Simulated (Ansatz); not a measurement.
Mulliken charges of `[OH][Ge]([OH])([OH])[Cl]` from r2SCAN/def2-TZVPP in Ansatz (PBE0-D4/def2-TZVP geometry).

```json
{"atom": "O1", "x (Å)": "-1.641", "y (Å)": "-0.161", "z (Å)": "0.539", "charge (e)": "-0.402"}
{"atom": "Ge2", "x (Å)": "0.013", "y (Å)": "0.036", "z (Å)": "0.015", "charge (e)": "0.914"}
{"atom": "O3", "x (Å)": "0.976", "y (Å)": "-1.272", "z (Å)": "0.657", "charge (e)": "-0.402"}
{"atom": "O4", "x (Å)": "0.069", "y (Å)": "-0.014", "z (Å)": "-1.729", "charge (e)": "-0.402"}
{"atom": "Cl5", "x (Å)": "0.782", "y (Å)": "1.915", "z (Å)": "0.716", "charge (e)": "-0.313"}
{"atom": "H6", "x (Å)": "-2.210", "y (Å)": "0.567", "z (Å)": "0.273", "charge (e)": "0.201"}
{"atom": "H7", "x (Å)": "1.067", "y (Å)": "-1.240", "z (Å)": "1.613", "charge (e)": "0.202"}
{"atom": "H8", "x (Å)": "0.943", "y (Å)": "0.168", "z (Å)": "-2.085", "charge (e)": "0.202"}
```

Q: By hand: the dipole of these point charges (1 e Å = 4.8032 D).

A: Σ q r = (-0.031, -0.087, -0.037) e Å, of length 0.099 e Å = 0.48 D.

Q: How does the dipole of the full density compare? (An estimate is asked.)

A: Computed: (0.068, 0.158, 0.054) e Å, 0.87 D; the point charges give 0.55 times that, at 174° from its direction, so they point the opposite way.

Point charges leave out the atoms' own dipoles, such as those of lone pairs, and Mulliken's split depends on the basis, so the two needn't agree.
